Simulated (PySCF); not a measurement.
**Polarisability and C₆ of Xe²⁹⁺ (xenon, charge +29)**

[Ar] 3d7, high-spin 4F determinant. Calculation: PySCF 2.14, in an even-tempered Gaussian basis (19 s from 3.9 bohr⁻², ratio 2.5; 13 p from 5 bohr⁻², ratio 2.5; 8 d from 5 bohr⁻², ratio 2.5; 4 f from 23 bohr⁻², ratio 2.7; 3 g from 34 bohr⁻², ratio 2.7); the spin-free X2C one-electron Hamiltonian (Gaussian nucleus). Coupled (time-dependent) response in atomic units; α is the mean over directions.

```csv
method,mean α (bohr³),C₆ (like pair),S(−4)
PBE0,0.01058,0.002200,5.325e-05
```

S(−4) is the Cauchy moment in α(ω) = α(0) + S(−4) ω² + …

Spin-orbit coupling is absent.

α(iu) at PBE0:

```
u (hartree)  α(iu) (bohr³)
          0        0.01058
       3.00        0.01014
       6.00       0.009179
       12.0       0.007406
       18.0       0.006262
       24.0       0.005451
       30.0       0.004802
       45.0       0.003557
       60.0       0.002678
       90.0       0.001616
        150      0.0007450
```

A single London oscillator, α(iu) = α/(1 + u²/ω²), gives C₆ = (3/4) ω α². Matching the computed C₆ needs ω = 4 × 0.002200 / (3 × 0.01058²) = 26.2 hartree.

For an ion, C₆ is the dispersion term alone; charge-induced terms of lower order in 1/R come first.

Spin-orbit coupling, absent here, splits the open shell strongly.
